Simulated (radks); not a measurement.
Task: The cobalt ion Co3+, configuration [Ar] 3d5 6f1 (not the ground configuration). All-electron calculation, non-relativistic Kohn-Sham, PBEsol, spin-polarised, spherical densities, point nucleus; open shells are filled with parallel spins first. Program: a radial shooting solver on a logarithmic mesh with Libxc functionals. Some entries of the table are withheld. Estimate them.

| orbital | occ. | eigenvalue (eV) | <1/r> (bohr^-1) | <r> (bohr) |
|---|---|---|---|---|
| 1s up | 1 | -7566.890 | 26.50 | 0.05695 |
| 1s down | 1 | -7566.890 | 26.50 | 0.05695 |
| 2s up | 1 | -942.8671 | 5.696 | 0.2592 |
| 2s down | 1 | -939.5062 | 5.710 | 0.2586 |
| 2p up | 3 | -826.4122 | (1) | 0.2267 |
| 2p down | 3 | -823.9071 | (2) | 0.2260 |
| 3s up | 1 | -158.8277 | 1.841 | 0.7680 |
| 3s down | 1 | -152.2711 | 1.827 | 0.7722 |
| 3p up | 3 | -123.7029 | 1.729 | 0.7931 |
| 3p down | 3 | -117.2190 | 1.713 | 0.7998 |
| 3d up | 5 | -65.3603 | (3) | 0.8664 |
| 3d down | 0 | -58.9697 | (4) | 0.8919 |
| 6f up | 1 | -5.8328 | 0.1231 | 11.19 |

Result: 
(1) 2p up <1/r> (bohr^-1): 5.654
(2) 2p down <1/r> (bohr^-1): 5.666
(3) 3d up <1/r> (bohr^-1): 1.467
(4) 3d down <1/r> (bohr^-1): 1.437
